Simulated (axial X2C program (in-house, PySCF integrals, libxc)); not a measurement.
## Which molecule has these constants?

Calculated with an in-house relativistic program for diatomic molecules, spin-free (one-electron X2C) or two-component (2c: spin–orbit coupling with atomic mean-field Coulomb and Gaunt terms, which also bring small scalar terms), in Dyall basis sets with cores contracted in-house; open shells are unrestricted.

A two-component PBE0 calculation in a Dyall 3-zeta basis gave Re = 3.520 Å, ωe = 97.8 cm⁻¹, Ω = 1/2.

Question: Which molecule is it?
A. NaIn⁺
B. NaPd⁺
C. NaRh⁺
D. NaSb⁺
E. NaNb⁺

Answer: A. The others have NaPd⁺ 2.870 Å and 132.5 cm⁻¹ (Ω = 0); NaNb⁺ 3.261 Å and 122.9 cm⁻¹ (Ω = 1/2); NaSb⁺ 3.276 Å and 111.1 cm⁻¹ (Ω = 3/2); NaRh⁺ 3.183 Å and 107.8 cm⁻¹ (Ω = 7/2).

Each entry is the lowest single determinant of a limited PBE0 search at one distance. De goes to single-determinant-based atoms at the same level (for ions the charge split of lowest energy) and is withheld (n/a) where an atom does not fit its ground term or J level. Main or longest-lived isotopes. One determinant is a doubtful description, or other states lie close, for NaNb⁺, NaSb⁺, NaRh⁺; these need not be ground states, and all values refer to the states named. With several unpaired electrons the Ω given is that of one determinant, not necessarily of the lowest component. The functionals have no current term, which raises determinants with orbital currents. Where the atoms have a lower orbital projection than the molecule, De at mean-field level may be about a tenth of an eV too small.
